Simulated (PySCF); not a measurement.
C9H11 (charge +1).
Bonds: C1–C2, C2–C3, C2–C4, C4–C5 (aromatic), C5–C6 (aromatic), C6–C7 (aromatic), C7–C8 (aromatic), C8–C9 (aromatic), C4–C9 (aromatic). Hydrogens: H10, H11, H12 on C1; H13, H14, H15 on C3; H16 on C5; H17 on C6; H18 on C7; H19 on C8; H20 on C9.

The same species was optimised twice, with GFN2-xTB and with PBE0-D3(BJ)/def2-SVP (PySCF), and the same property calculations (PySCF, gas phase) were run on both structures.

| coordinate | GFN2-xTB | PBE0-D3(BJ)/def2-SVP | change |
| --- | --- | --- | --- |
| C2–C3 (Å) | 1.466 | 1.477 | +0.011 |
| C1–C2 (Å) | 1.466 | 1.477 | +0.011 |
| C7–C8 (Å) | 1.393 | 1.401 | +0.008 |
| C6–C7 (Å) | 1.393 | 1.401 | +0.008 |
| C4–C5 (Å) | 1.420 | 1.427 | +0.007 |
| C4–C9 (Å) | 1.420 | 1.427 | +0.007 |
| C8–C9 (Å) | 1.375 | 1.380 | +0.005 |
| C5–C6 (Å) | 1.375 | 1.380 | +0.005 |
| C2–C4 (Å) | 1.413 | 1.416 | +0.003 |
| C1–C2–C3 (°) | 116.3 | 114.8 | -1.5 |
| C6–C7–C8 (°) | 120.1 | 120.9 | +0.8 |
| C1–C2–C4 (°) | 121.8 | 122.6 | +0.8 |
| C3–C2–C4 (°) | 121.8 | 122.6 | +0.8 |
| C5–C6–C7 (°) | 120.3 | 119.7 | -0.6 |
| C7–C8–C9 (°) | 120.3 | 119.7 | -0.6 |
| C5–C4–C9 (°) | 117.7 | 118.1 | +0.4 |
| C2–C4–C5 (°) | 121.2 | 121.0 | -0.2 |
| C1–C2–C4–C5 (°) | 14 | 2 | -12 |

Rotational constants: A = 3480, B = 1209, C = 913.6 MHz (GFN2-xTB) against A = 3447, B = 1199, C = 899.5 MHz (PBE0-D3(BJ)/def2-SVP). Point groups within 0.08 Å: C2 and C2.

On the GFN2-xTB structure: HOMO (eV) -12.20 [PBE0/pcSseg-1]; LUMO (eV) -8.07 [PBE0/pcSseg-1]; GIAO shielding of C1/C3 (mean) (ppm) 149.7 [PBE0/pcSseg-1]; GIAO shielding of C2 (ppm) -75.5 [PBE0/pcSseg-1]; GIAO shielding of C4 (ppm) 42.3 [PBE0/pcSseg-1]; GIAO shielding of C5/C9 (mean) (ppm) 40.2 [PBE0/pcSseg-1]; GIAO shielding of C6/C8 (mean) (ppm) 47.5 [PBE0/pcSseg-1]; GIAO shielding of C7 (ppm) 21.9 [PBE0/pcSseg-1].

What do these properties become on the PBE0-D3(BJ)/def2-SVP structure?

```tsv
property	level	on GFN2-xTB	on PBE0-D3(BJ)/def2-SVP	change
HOMO (eV)	PBE0/pcSseg-1	-12.20	-12.21	-0.01
LUMO (eV)	PBE0/pcSseg-1	-8.07	-8.03	+0.04
energy, GFN2-xTB geometry as zero (kcal/mol)	PBE0/pcSseg-1	0.0	-1.0	-1.0
GIAO shielding of C1/C3 (mean) (ppm)	PBE0/pcSseg-1	149.7	150.1	+0.4
GIAO shielding of C2 (ppm)	PBE0/pcSseg-1	-75.5	-70.0	+5.5
GIAO shielding of C4 (ppm)	PBE0/pcSseg-1	42.3	44.0	+1.7
GIAO shielding of C5/C9 (mean) (ppm)	PBE0/pcSseg-1	40.2	37.2	-3.0
GIAO shielding of C6/C8 (mean) (ppm)	PBE0/pcSseg-1	47.5	45.1	-2.4
GIAO shielding of C7 (ppm)	PBE0/pcSseg-1	21.9	18.3	-3.6
```

The heavy atoms differ by 0.102 Å rms after alignment. Among bonds between heavy atoms C1–C2 and C2–C3 change most and about equally (+0.011 Å). Changes are differences of the printed values. Neither structure is proved a minimum here. Isolated species at its PBE0-D3(BJ)/def2-SVP geometry, gas phase.

The values belong to the conformer `[CH3:1][C+:2]([CH3:3])[c:4]1[cH:5][cH:6][cH:7][cH:8][cH:9]1`: C1–C2–C4–C5 2°.
